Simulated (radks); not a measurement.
All-electron atom: Ar IV in [Ne] 3s0.5 3p4.5 (fractional occupations, a model configuration). All-electron calculation, scalar-relativistic Kohn-Sham, PBEsol, spin-unpolarised, spherical densities, point nucleus. Program: a radial shooting solver on a logarithmic mesh with Libxc functionals.

X-ray form factor f0, the Fourier transform of the density (f0(0) = 15):

| sin(theta)/lambda (1/angstrom) | f0 (electrons) |
|---|---|
| 0.05 | 14.774 |
| 0.1 | 14.140 |
| 0.15 | 13.221 |
| 0.2 | 12.166 |
| 0.25 | 11.113 |
| 0.3 | 10.156 |
| 0.4 | 8.661 |
| 0.5 | 7.648 |
| 0.6 | 6.894 |
| 0.8 | 5.604 |
| 1 | 4.423 |
| 1.25 | 3.233 |
| 1.5 | 2.426 |
| 2 | 1.621 |
